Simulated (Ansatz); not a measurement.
Total energies of `FC1=CB[SiH2]1`.

```xyz
9

F    -1.889   -1.350    0.398
C    -0.814   -0.630    0.131
C     0.085   -0.913   -0.849
B     1.075    0.237   -0.683
Si   -0.039    0.946    0.841
H     0.025   -1.763   -1.526
H     2.067    0.485   -1.291
H    -0.893    2.159    0.715
H     0.384    0.831    2.264
```

The species carries charge 0 and has multiplicity 1. Geometry: relaxed with PBE0-D4/def2-TZVP. Basis def2-TZVPP, Ansatz.

RPA on PBE orbitals: Hartree–Fock energy of these orbitals -491.08667 Eh, correlation -1.27282 Eh (frozen core).

```
             functional  energy without D4 (Eh)  D4 term (kJ/mol)
                   BLYP              -492.77112             -41.6
                 r2SCAN              -492.69530              -4.4
                 B97M-V              -492.73480                 –
                   PBE0              -492.48012             -15.7
                  B3LYP              -492.85597             -30.4
                r2SCANh              -492.68371              -4.7
                r2SCAN0              -492.66761              -5.2
HSE06 (plane-wave form)              -492.46329             -14.6
                LC-ωPBE              -492.59830                 –
                ωB97X-V              -492.72081                 –
```

Question: Give the same for LDA (SPW92), PBE, revPBE, BHLYP, CAM-B3LYP, ωB97M-V, B2PLYP, PBE-QIDH. (An estimate is asked.)

Answer: Ansatz gave: 
```json
{"functional": "LDA (SPW92)", "energy without D4 (Eh)": "-490.02359", "D4 term (kJ/mol)": "–"}
{"functional": "PBE", "energy without D4 (Eh)": "-492.43938", "D4 term (kJ/mol)": "-18.7"}
{"functional": "revPBE", "energy without D4 (Eh)": "-492.70752", "D4 term (kJ/mol)": "-57.3"}
{"functional": "BHLYP", "energy without D4 (Eh)": "-492.73055", "D4 term (kJ/mol)": "-23.4"}
{"functional": "CAM-B3LYP", "energy without D4 (Eh)": "-492.74692", "D4 term (kJ/mol)": "-15.9"}
{"functional": "ωB97M-V", "energy without D4 (Eh)": "-492.73636", "D4 term (kJ/mol)": "–"}
{"functional": "B2PLYP", "energy without D4 (Eh)": "-492.55662", "D4 term (kJ/mol)": "–"}
{"functional": "PBE-QIDH", "energy without D4 (Eh)": "-492.36116", "D4 term (kJ/mol)": "–"}
```

B3LYP takes the VWN-RPA correlation (the form of Gaussian; ORCA's B3LYP/G). HSE06 is the plane-wave form, built on full-range PBE exchange. The double hybrids freeze the cores in their second-order part.

LC-ωPBE has ω = 0.4 bohr⁻¹.
